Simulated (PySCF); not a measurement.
CH6O3Si2.
Cartesian coordinates in Å at the PBE0-D3(BJ)/def2-SVP level; atoms count from 1:
```xyz
12
CH6O3Si2 angstrom
O      0.9817    0.2736   -1.3272
C      1.4817    0.0886   -0.2437
O      2.8026    0.0509   -0.0524
Si     0.3906   -0.1730    1.3204
O     -1.1523   -0.0789    0.7658
Si    -2.0408    0.0332   -0.6468
H      3.2255    0.1935   -0.9183
H      0.6741    0.9023    2.3095
H      0.6865   -1.5091    1.9077
H     -1.8473    1.3612   -1.2925
H     -1.6939   -1.0711   -1.5849
H     -3.4704   -0.1050   -0.2433
```

Theory: PBE0-D3(BJ)/def2-SVP geometry optimisation, gas phase in PySCF 2.14.0.

Masses are those of the commonest isotopes; rigid-rotor values at the optimised geometry. The values belong to one conformer with, in the numbering `[O:1]=[C:2]([OH:3])[SiH2:4][O:5][SiH3:6]`, O1–C2–O3–H 0°, O1–C2–Si4–O5 0°, C2–Si4–O5–Si6 7°.

**Question.** Give the principal moments of inertia and the rotational constants in GHz.

**Answer.** Ia = 120.06, Ib = 345.48, Ic = 453.23 u·Å²; 505379 MHz·u·Å²/I gives 4209, 1463 and 1115 MHz, that is A = 4.2095, B = 1.4628, C = 1.1151 GHz.

**Question.** What kind of rotor is it?

**Answer.** An asymmetric top: κ = (2 × 1463 − 4209 − 1115)/(4209 − 1115) = -0.78.

**Question.** What does the inertial defect say?

**Answer.** Not planar: Δ = Ic − Ia − Ib = -12.30 u·Å². For a rigid frame Δ = −2 Σ m c², so Σ m c² = 6.15 u·Å² lies off the ab plane: 6.05 from hydrogen and 0.10 from heavier atoms. The atom farthest from that plane is 1.26 Å away.

**Question.** Give the other two planar moments, Paa and Pbb, and the rms extents of the mass along the axes.

**Answer.** Paa = Σ m a² = (Ib + Ic − Ia)/2 = 339.33 and Pbb = Σ m b² = (Ia + Ic − Ib)/2 = 113.91 u·Å². With the mass M = 121.99 u, the rms extents √(P/M) along a, b and c are 1.67, 0.97, 0.22 Å.

**Question.** Predict some low-J microwave lines.

**Answer.** The dipole components are |μa| = 1.67 D, |μb| = 0.15 D, |μc| = 0.10 D. Intensities carry the squares of the components, which stand as 1.00 : 0.01 : 0.00 (a : b : c). Some lines, for components of 0.1 D or more:

```json
{"type": "a", "branch": "Q", "J(Ka,Kc)": "4(2,2) ← 4(2,3)", "MHz": "449", "lower level (cm⁻¹)": "1.249"}
{"type": "a", "branch": "Q", "J(Ka,Kc)": "2(1,1) ← 2(1,2)", "MHz": "1043", "lower level (cm⁻¹)": "0.338"}
{"type": "a", "branch": "Q", "J(Ka,Kc)": "3(1,2) ← 3(1,3)", "MHz": "2085", "lower level (cm⁻¹)": "0.578"}
{"type": "a", "branch": "Q", "J(Ka,Kc)": "4(1,3) ← 4(1,4)", "MHz": "3466", "lower level (cm⁻¹)": "0.897"}
{"type": "b", "branch": "Q", "J(Ka,Kc)": "3(1,2) ← 3(0,3)", "MHz": "4097", "lower level (cm⁻¹)": "0.511"}
{"type": "a", "branch": "R", "J(Ka,Kc)": "2(0,2) ← 1(0,1)", "MHz": "5125", "lower level (cm⁻¹)": "0.086"}
{"type": "a", "branch": "R", "J(Ka,Kc)": "2(1,1) ← 1(1,0)", "MHz": "5504", "lower level (cm⁻¹)": "0.189"}
{"type": "b", "branch": "R", "J(Ka,Kc)": "2(1,2) ← 1(0,1)", "MHz": "7555", "lower level (cm⁻¹)": "0.086"}
{"type": "a", "branch": "R", "J(Ka,Kc)": "3(0,3) ← 2(0,2)", "MHz": "7611", "lower level (cm⁻¹)": "0.257"}
{"type": "a", "branch": "R", "J(Ka,Kc)": "3(1,2) ← 2(1,1)", "MHz": "8235", "lower level (cm⁻¹)": "0.373"}
{"type": "b", "branch": "Q", "J(Ka,Kc)": "2(2,1) ← 2(1,2)", "MHz": "9283", "lower level (cm⁻¹)": "0.338"}
{"type": "a", "branch": "R", "J(Ka,Kc)": "4(1,4) ← 3(1,3)", "MHz": "9559", "lower level (cm⁻¹)": "0.578"}
{"type": "b", "branch": "Q", "J(Ka,Kc)": "3(2,2) ← 3(1,3)", "MHz": "9824", "lower level (cm⁻¹)": "0.578"}
{"type": "a", "branch": "R", "J(Ka,Kc)": "4(3,2) ← 3(3,1)", "MHz": "10369", "lower level (cm⁻¹)": "1.393"}
{"type": "b", "branch": "Q", "J(Ka,Kc)": "4(2,3) ← 4(1,4)", "MHz": "10552", "lower level (cm⁻¹)": "0.897"}
{"type": "a", "branch": "R", "J(Ka,Kc)": "4(2,2) ← 3(2,1)", "MHz": "10583", "lower level (cm⁻¹)": "0.911"}
{"type": "b", "branch": "R", "J(Ka,Kc)": "4(1,4) ← 3(0,3)", "MHz": "11571", "lower level (cm⁻¹)": "0.511"}
{"type": "b", "branch": "Q", "J(Ka,Kc)": "3(3,1) ← 3(2,2)", "MHz": "14621", "lower level (cm⁻¹)": "0.906"}
{"type": "b", "branch": "R", "J(Ka,Kc)": "3(2,2) ← 2(1,1)", "MHz": "15974", "lower level (cm⁻¹)": "0.373"}
{"type": "b", "branch": "Q", "J(Ka,Kc)": "4(4,0) ← 4(3,1)", "MHz": "20380", "lower level (cm⁻¹)": "1.740"}
{"type": "b", "branch": "R", "J(Ka,Kc)": "4(2,2) ← 3(1,3)", "MHz": "20560", "lower level (cm⁻¹)": "0.578"}
{"type": "b", "branch": "R", "J(Ka,Kc)": "3(3,1) ← 2(2,0)", "MHz": "22324", "lower level (cm⁻¹)": "0.649"}
{"type": "b", "branch": "R", "J(Ka,Kc)": "4(3,2) ← 3(2,1)", "MHz": "24837", "lower level (cm⁻¹)": "0.911"}
```

No PBE0-D3(BJ)/def2-SVP frequencies stand behind this structure, so it isn't proved a minimum. These are rigid-rotor constants of the computed structure; measured ground-state constants (B0) also hold zero-point vibration. A rigid rotor knows nothing of internal rotation, which can split or shift real lines.

Time: 47 s; peak memory 0.51 GiB. Hardware: an Arm Neoverse V2 with one thread, shared host. This is the geometry optimisation.
